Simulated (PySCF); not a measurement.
From one molecule to another.

First species: C5H10O2.
SMILES: `C(C)(C)C(=O)OC`

Second species: butyl formate, C₅H₁₀O₂.
Z-matrix (Å and degrees, PBE0-D3(BJ)/def2-SVP geometry), rows numbered from 1:
```
C 
C   1  1.5201
C   2  1.5222  1  112.98
C   3  1.5094  2  112.62  1   179.93
O   4  1.4274  3  108.27  2   179.97
C   5  1.3281  4  116.51  3  -179.42
O   6  1.1975  5  125.70  4    -0.01
H   1  1.1017  2  111.22  3    59.57
H   1  1.1017  2  111.25  3   -60.02
H   1  1.1002  2  111.58  3   179.76
H   2  1.1043  1  109.62  3   122.21
H   2  1.1043  1  109.62  3  -122.21
H   3  1.1034  2  110.05  1   -58.43
H   3  1.1034  2  110.06  1    58.27
H   4  1.1028  3  111.77  2   -59.81
H   4  1.1028  3  111.82  2    59.71
H   6  1.1105  5  109.25  4   179.98
```

Levels: CAM-B3LYP/def2-SVPD for dipole moment, HOMO energy, LUMO energy, HOMO–LUMO gap, static isotropic polarisability and electronic spatial extent ⟨r²⟩ about the centre of nuclear charge; TDDFT CAM-B3LYP/def2-SVPD for lowest singlet excitation; TDA CAM-B3LYP/def2-SVPD for lowest triplet excitation (Tamm–Dancoff); ΔSCF CAM-B3LYP/def2-SVPD for vertical ionisation energy; PBE0-D3(BJ)/def2-SVP for rotational constant A and rotational constant C. Geometries: PBE0-D3(BJ)/def2-SVP. Each structure is a single optimised conformer of the isolated species, non-relativistic unless stated. Electronic properties by PySCF.

The conformers computed, where there is a choice (atom-mapped SMILES and torsion angles):
- `[CH3:1][O:2][C:3](=[O:4])[CH:5]([CH3:6])[CH3:7]`: C1–O2–C3–O4 -1°, O2–C3–C5–C6 171°
- `[CH3:1][CH2:2][CH2:3][CH2:4][O:5][CH:6]=[O:7]`: C1–C2–C3–C4 180°, C2–C3–C4–O5 180°, C3–C4–O5–C6 -179°, C4–O5–C6–O7 0°

Values for the first species:

```
Dipole moment                                                     : 1.90 D
HOMO energy                                                       : -9.45 eV
LUMO energy                                                       : 1.11 eV
HOMO–LUMO gap                                                     : 10.56 eV
Lowest singlet excitation                                         : 5.92 eV
Lowest triplet excitation (Tamm–Dancoff)                          : 5.39 eV
Static isotropic polarisability                                   : 68.5 au
Vertical ionisation energy                                        : 10.29 eV
Electronic spatial extent ⟨r²⟩ about the centre of nuclear charge : 882 bohr²
Rotational constant A                                             : 4.711 GHz
Rotational constant C                                             : 1.467 GHz
```

(1) Estimate the same properties for the second species, and the change in each.

## Answers

(1) 
```json
{"property": "dipole moment", "first": "1.90 D", "second": "2.36 D", "second less first": "+0.46 D"}
{"property": "HOMO energy", "first": "-9.45 eV", "second": "-9.84 eV", "second less first": "-0.39 eV"}
{"property": "LUMO energy", "first": "1.11 eV", "second": "1.17 eV", "second less first": "+0.06 eV"}
{"property": "HOMO–LUMO gap", "first": "10.56 eV", "second": "11.01 eV", "second less first": "+0.45 eV"}
{"property": "lowest singlet excitation", "first": "5.92 eV", "second": "5.89 eV", "second less first": "-0.03 eV"}
{"property": "lowest triplet excitation (Tamm–Dancoff)", "first": "5.39 eV", "second": "5.33 eV", "second less first": "-0.06 eV"}
{"property": "static isotropic polarisability", "first": "68.5 au", "second": "70.0 au", "second less first": "+1.5 au"}
{"property": "vertical ionisation energy", "first": "10.29 eV", "second": "10.90 eV", "second less first": "+0.61 eV"}
{"property": "electronic spatial extent ⟨r²⟩ about the centre of nuclear charge", "first": "882 bohr²", "second": "1292 bohr²", "second less first": "+410 bohr²"}
{"property": "rotational constant A", "first": "4.711 GHz", "second": "11.437 GHz", "second less first": "+6.726 GHz"}
{"property": "rotational constant C", "first": "1.467 GHz", "second": "0.879 GHz", "second less first": "-0.588 GHz"}
```

On the first: In wavenumbers S1 is 47700 cm⁻¹ (1 eV = 8065.54 cm⁻¹). The vertical singlet–triplet gap S1 − T1 is 0.53 eV (TDDFT singlet less Tamm–Dancoff triplet; S1: HOMO→LUMO+1, weight 0.54; T1: HOMO→LUMO+1, weight 0.54).

On the second: S1 lies 5.12 eV below the HOMO–LUMO gap; its leading configuration is HOMO→LUMO, weight 0.96. The vertical singlet–triplet gap S1 − T1 is 0.56 eV (TDDFT singlet less Tamm–Dancoff triplet; S1: HOMO→LUMO, weight 0.96; T1: HOMO→LUMO, weight 0.95).
